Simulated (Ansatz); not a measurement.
Calculated with Ansatz (gas phase, PBE0-D4/def2-TZVP geometries, no zero-point term in ΔE). CCSD(T)/CBS adds triple-zeta CCSD(T) − MP2 to the extrapolated MP2 energy (def2 sets, frozen cores). This one scheme is used for every species. DFT in def2-TZVPP. HSE06 is defined as in plane-wave codes. For Ge outer-core shells are correlated without core-valence functions, which leaves a few kJ/mol of doubt a bond. Scalar relativity is left out up to krypton.

Reaction (germylene formation by 1,1-elimination): `[CH3][GeH2][F]` → H–F + `[CH3][GeH]`

`[CH3][GeH2][F]`:

Cartesian coordinates in Å:
```
C 0.221 -0.953 -0.365
Ge -0.264 0.770 0.373
F 0.780 1.946 -0.392
H -0.395 -1.740 0.076
H 1.269 -1.167 -0.153
H 0.070 -0.952 -1.445
H 0.015 0.892 1.880
H -1.697 1.204 0.025
```

H–F:

```xyz
2

F     0.001    0.434    0.152
H    -0.001   -0.434   -0.152
```

`[CH3][GeH]`:

Cartesian coordinates in Å:
```
C -0.403 -0.137 -0.366
Ge 1.522 0.146 0.048
H -0.807 -0.904 0.303
H -0.573 -0.434 -1.401
H -0.963 0.780 -0.154
H 1.225 0.549 1.569
```

```json
{"level": "BLYP-D4", "ΔE (kcal/mol)": "49.2", "difference from CCSD(T)/CBS": "-4.3"}
{"level": "B97M-V", "ΔE (kcal/mol)": "59.2", "difference from CCSD(T)/CBS": "5.7"}
{"level": "PBE0-D4", "ΔE (kcal/mol)": "55.1", "difference from CCSD(T)/CBS": "1.6"}
{"level": "HSE06-D4", "ΔE (kcal/mol)": "55.0", "difference from CCSD(T)/CBS": "1.5"}
{"level": "ωB97X-V", "ΔE (kcal/mol)": "58.2", "difference from CCSD(T)/CBS": "4.7"}
{"level": "BHLYP", "ΔE (kcal/mol)": "55.0", "difference from CCSD(T)/CBS": "1.5"}
{"level": "HF/def2-TZVPP", "ΔE (kcal/mol)": "55.1", "difference from CCSD(T)/CBS": "1.6"}
{"level": "CCSD/def2-TZVPP", "ΔE (kcal/mol)": "55.3", "difference from CCSD(T)/CBS": "1.8"}
{"level": "HF/def2-QZVPP", "ΔE (kcal/mol)": "55.3", "difference from CCSD(T)/CBS": "1.8"}
{"level": "MP2/def2-QZVPP", "ΔE (kcal/mol)": "57.3", "difference from CCSD(T)/CBS": "3.8"}
{"level": "CCSD(T)/CBS", "ΔE (kcal/mol)": "53.5", "difference from CCSD(T)/CBS": "0"}
```

Largest T1 diagnostic among the species: 0.011.

At CCSD(T), def2-SVP lies +2.8 kcal/mol from the extrapolated value and def2-TZVPP +2.2 kcal/mol. From PBE to PBE0 (25 % exact exchange), in def2-TZVPP and without D4, ΔE moves by +2.5 kcal/mol.
